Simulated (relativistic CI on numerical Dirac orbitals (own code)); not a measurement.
# Pt¹⁹⁺: q coefficients and field-shift factors

Calculated at this level of theory: Dirac-Coulomb-Breit CI, KLI orbitals optimised for each configuration, derivatives by finite differences, unscaled Slater integrals, QED left out (own radial code, finite nucleus).

Configuration list (outside the closed core [Kr]): 4d10 4f12 5s, 4d10 4f13, 4d10 4f11 5s2, 4d10 4f12 5p, 4d10 4f11 5s 5p, 4d10 4f12 5f, 4d9 4f13 5s, 4d10 4f11 5s 6s. Levels of other configurations are missing.

With x = (α/α₀)² − 1 an excitation energy changes as ω = ω₀ + qx; K = 2q/ω₀ is the relative enhancement. Terms are leading LS components, so labels can repeat. The field-shift factor is F = δν/δ⟨r²⟩ for the transition from the lowest level.

Lowest level 4d10 4f13 2F°_7/2.

```
               Level  ω₀ (cm⁻¹)  q (cm⁻¹)      K  F (GHz/fm²)
   4d10 4f13 2F°_5/2      27957     25620   1.83         1.63
4d10 4f12 5s 4H_13/2     121583   -425100  -6.99          696
4d10 4f12 5s 4H_11/2     130624   -420800  -6.44          693
 4d10 4f12 5s 4F_9/2     134339   -425800  -6.34          695
 4d10 4f12 5s 2G_7/2     139834   -422900  -6.05          693
 4d10 4f12 5s 4H_9/2     151261   -398900  -5.27          697
4d10 4f12 5s 2H_11/2     154166   -400300  -5.19          693
 4d10 4f12 5s 4F_7/2     159533   -398200  -4.99          697
 4d10 4f12 5s 4F_3/2     160047   -413200  -5.16          696
 4d10 4f12 5s 4F_5/2     160128   -409700  -5.12          697
 4d10 4f12 5s 2G_9/2     164463   -398400  -4.84          693
 4d10 4f12 5s 2F_7/2     168558   -396600  -4.71          693
 4d10 4f12 5s 2F_5/2     171368   -407600  -4.76          692
```

At this charge transitions that keep the count of f electrons are usually good to a few per cent. Terms inside the open d or f shell come out 10 to 20 % too wide with unscaled integrals. Levels that differ in their count of f electrons can be misplaced by several ten thousand cm⁻¹, since the correlation energy of f electrons is missing or only estimated; rates across such gaps can be off by orders of magnitude.
